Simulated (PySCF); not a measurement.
Sn(H)2(OH)(OMe) (CH₆O₂Sn), SMILES C[O][SnH2][OH].

Geometry: B3LYP-D3(BJ)/def2-SVP. The structure was generated by enumeration; whether it is a known compound was not checked. The def2 effective core potentials stand for the cores of Sn; spin–orbit coupling is left out. Other conformers were not sampled.

All values below come from PySCF 2.14.0 with TDDFT-PBE/def2-SVPD.

Vertical excitations. Isolated molecule, no solvent.

```csv
state,energy (eV),λ (nm),f,main pairs
S1,4.78,259,0.012,HOMO→LUMO 96 %
S2,5.26,236,0.001,"HOMO→LUMO+1 64 %, HOMO−1→LUMO 32 %"
S3,5.41,229,0.014,"HOMO→LUMO+2 54 %, HOMO→LUMO+1 21 %, HOMO−1→LUMO 20 %"
S4,5.50,225,0.026,"HOMO→LUMO+2 41 %, HOMO−1→LUMO 28 %, HOMO−1→LUMO+1 19 %, HOMO→LUMO+1 9 %"
S5,5.79,214,0.028,"HOMO−2→LUMO 71 %, HOMO−1→LUMO+1 18 %"
S6,5.93,209,0.016,"HOMO−1→LUMO+2 50 %, HOMO−1→LUMO+1 24 %, HOMO−2→LUMO 20 %"
S7,6.05,205,0.064,"HOMO−1→LUMO+2 45 %, HOMO−1→LUMO+1 31 %, HOMO−1→LUMO 7 %"
S8,6.28,197,0.020,HOMO−2→LUMO+1 90 %
S9,6.41,193,0.009,HOMO→LUMO+3 88 %
S10,6.47,191,0.003,HOMO−2→LUMO+2 80 %
T1,4.47,277,0,HOMO→LUMO 98 %
T2,4.91,252,0,HOMO−1→LUMO 92 %
T3,5.02,247,0,HOMO→LUMO+1 93 %
T4,5.33,233,0,"HOMO−2→LUMO 71 %, HOMO→LUMO+2 22 %"
```
Triplets are in the Tamm–Dancoff approximation, which puts them higher than full response would, so one can lie above its singlet here.
